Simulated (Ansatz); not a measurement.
Energy needed to pull apart AlH2O2F (SMILES [OH][Al]([OH])[F]), singlet, into free ground-state atoms, from the structure below (displaced at random from a GFN2-xTB minimum); no zero-point or spin–orbit terms; open-shell atoms are treated unrestricted, in their ground-state multiplicity.

```json
{"atom": "O1", "x (Å)": "-0.5938", "y (Å)": "1.2144", "z (Å)": "-0.7694"}
{"atom": "Al2", "x (Å)": "0.0210", "y (Å)": "-0.0835", "z (Å)": "0.0225"}
{"atom": "O3", "x (Å)": "0.9008", "y (Å)": "-0.1534", "z (Å)": "1.2280"}
{"atom": "F4", "x (Å)": "-0.5620", "y (Å)": "-1.7235", "z (Å)": "-0.7637"}
{"atom": "H5", "x (Å)": "-1.1065", "y (Å)": "1.7881", "z (Å)": "-1.3371"}
{"atom": "H6", "x (Å)": "1.5238", "y (Å)": "-0.5740", "z (Å)": "1.6736"}
```

Ansatz 0.2.0; basis: def2-TZVPP; cores frozen in the correlated methods.

```tsv
method	atomization energy (kJ/mol)
PBE-D4	2314
r2SCAN-D4	?
B97M-V	2283
PBE0-D4	2241
r2SCANh-D4	2270
wB97M-V	2296
HF	1584
MP2	?
CCSD	2194
CCSD(T)	2233
```

Task: What does r2SCAN-D4 give? (To be estimated.)

Result: By the calculation: 2299 kJ/mol, which is about 66 kJ/mol more than CCSD(T)/def2-TZVPP.

Task: What does MP2 give? (An estimate is asked for; the value comes from the calculation.)

Result: The calculation gives: 2342 kJ/mol, which is about 109 kJ/mol more than CCSD(T)/def2-TZVPP.

In triple zeta the MP2 and coupled-cluster atomization energies are still short of their basis limit by a few kcal/mol a bond, whereas those of the functionals are nearly converged, so these differences are not deviations from converged CCSD(T).

The T1 diagnostic stays at or below 0.013.

For scale, one of the runs: CCSD(T)/def2-TZVPP forces, 163 basis functions (an equivalent command: `ansatz run in.yaml --threads 4`). The run took 52 s on 4 CPU threads (shared host), with 2.4 GiB of host memory at its peak.
